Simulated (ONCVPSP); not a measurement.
# N (Z = 7), ONCV: configuration errors across variants

nitrogen (N), optimised norm-conserving Vanderbilt (ONCV), made with ONCVPSP 4.0.1 (revPBE, scalar-relativistic). Core [He], reference 2s2 (charge +3). Waves: 2s: rc 1.05 bohr, ncon 4, nbas 7, qcut 7 1/bohr, 2 projectors, debl 3.8 Ha; p scattering state at 0.06 Ha: rc 0.95 bohr, ncon 4, nbas 8, qcut 9.7 1/bohr, 1 projector; d scattering state at 0.44 Ha: rc 0.85 bohr, ncon 4, nbas 8, qcut 9.9 1/bohr, 2 projectors, debl 3.1 Ha. Local part: polynomial inside 0.80 bohr (lpopt 4, dvloc0 0 Ha). Core correction: Teter function, fcfact 2.25, rcfact 1.7.

In the p channel the program set the typed energies aside and used 0.050 Ha.

All-electron excitation energies from the reference (eV): (1) 2s2 2p3 -89.295; (2) 2s2 2p2 -75.759; (3) 2s2 2p1 -46.974; (4) 2s2 2p2.5 -84.229.

1 further variants failed, have other tests or another functional or relativity, and are left out.

A true bound ghost makes a file unfit for plane-wave use even where its test errors are small: the radial tests pick states by their node count and pass the ghost by.

Errors AE − PS in meV (a dash: test not solved or not reliable):

| change | (1) | (2) | (3) | (4) | bound ghosts | GHOST(+) flags above zero |
| --- | --- | --- | --- | --- | --- | --- |
| base | -389 | -299 | -173 | -351 | none | none |
| s: qcut 4.9; p: qcut 6.8; d: qcut 7 | -604 | -473 | -288 | -547 | none | none |
| p: qcut 7.1 | -669 | -517 | -302 | -604 | none | none |
| local potential polynomial inside 0.80 bohr (lpopt 4, dvloc0 3.5 Ha) | -569 | -435 | -246 | -512 | none | none |

(1) Give the same row for: local potential polynomial inside 0.55 bohr (lpopt 5, dvloc0 6 Ha).

## Answers

(1) -243, -189, -113, -219; bound ghosts: d; GHOST(+) flags above zero: s.
